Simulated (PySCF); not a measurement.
# Selenium: a sound run and one with changed settings

Sound run: Se [Ar] 3d10 4s2 4p4, Se⁺ [Ar] 3d10 4s2 4p3. All numbers are calculated (PySCF 2.14, the spin-free X2C one-electron Hamiltonian (Gaussian nucleus), in aug-cc-pVDZ-DK). In the sound run the correlated levels freeze [Ar] 3d10. The sound run starts from symmetry-adapted Hartree-Fock orbitals and uses a fine grid where one is needed.

Changed run: basis STO-3G, all-electron and non-relativistic. This setting is unsound on purpose.

| species | method | sound run (hartree) | changed run (hartree) | converged |
| --- | --- | --- | --- | --- |
| Se | UHF | -2427.96129 | -2373.52734 | yes |
| Se | BP86 | -2430.03293 | -2374.97047 | yes |
| Se | LDA | -2426.11446 | -2371.14284 | yes |
| Se | MP2 | -2428.03672 | -2373.52734 | yes |
| Se⁺ | UHF | -2427.64781 | -2373.29984 | yes |
| Se⁺ | BP86 | -2429.67170 | -2374.68796 | yes |
| Se⁺ | LDA | -2425.75148 | -2370.86327 | yes |
| Se⁺ | MP2 | -2427.70519 | -2373.29984 | yes |

Ionisation energy of Se:

| method | sound run (eV) | changed run (eV) |
| --- | --- | --- |
| UHF | 8.530 | 6.191 |
| BP86 | 9.829 | 7.687 |
| LDA | 9.877 | 7.607 |
| MP2 | 9.021 | 6.191 |
| SCS-MP2 | 9.040 | 6.191 |

A minimal basis cannot let orbitals breathe on ionisation and holds almost no correlation. The Hamiltonian changed with the basis, so the totals do not compare.

For comparison, NIST gives 9.752 eV between the lowest levels.
